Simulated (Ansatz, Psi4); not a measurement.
**C2H5I (iodoethane): from total energies to a heat of formation**

C2H5I has 8 atoms, charge 0, and is taken as a singlet. As SMILES, `CCI`. The shape is that of a PBE0-D4/def2-TZVP optimisation.

Total energies at revPBE/def2-SVP (core potential) (Psi4 1.11); the atoms run unrestricted:

| species | state | energy (Eh) |
| --- | --- | --- |
| C2H5I | singlet | -376.879046 |
| C | triplet | -37.801039 |
| I | doublet | -297.713134 |
| H | doublet | -0.503193 |

Harmonic wavenumbers at PBE0-D4/def2-TZVP, in cm⁻¹: 258, 258, 525, 748, 978, 997, 1082, 1238, 1258, 1405, 1474, 1476, 1489, 3044, 3110, 3124, 3141, 3183.

Measured heats of formation of the gaseous atoms at 298.15 K, in kJ/mol: C 716.9, I 106.8, H 218.0. Spin-orbit lowering of the atoms at 298 K (mean of the ground term's levels less their thermal mean, from spectra), in kJ/mol: C 0.02, I 30.32. Take 1 Eh = 2625.50 kJ/mol, 1 cm⁻¹ = 0.0119627 kJ/mol, RT = 2.479 kJ/mol.

Question: What heat of formation follows?

Answer: 
1. Electronic atomisation energy: 2 × (-37.801039) + (-297.713134) + 5 × (-0.503193) − (-376.879046) = 1.047869 Eh = 2751.2 kJ/mol.
2. Zero-point energy: half the sum of the wavenumbers, 14394 cm⁻¹ = 172.2 kJ/mol.
3. Thermal vibrational enthalpy, Σ hcν̃/(exp(hcν̃/kT) − 1): 3.7 kJ/mol. Translation, rotation and pV of a non-linear molecule: 4 RT = 9.9 kJ/mol.
4. The 8 free atoms carry 5/2 RT each: 49.6 kJ/mol.
5. Spin-orbit coupling lowers the free atoms by 2 × 0.02 + 30.32 = 30.4 kJ/mol.
6. Atomisation enthalpy at 298 K: 2751.2 − 30.4 − 172.2 − 3.7 − 9.9 + 49.6 = 2584.6 kJ/mol.
7. Sum of the atoms' heats of formation: 2630.6 kJ/mol. Heat of formation: 2630.6 − 2584.6 = +46.0 kJ/mol.

The tabulated value is -7.1 kJ/mol (Active Thermochemical Tables), so this level is off by +53.1 kJ/mol, or 2.0 % of the atomisation enthalpy that the table implies (2637.6 kJ/mol). Anharmonicity and any spin-orbit splitting of the molecule are left out.
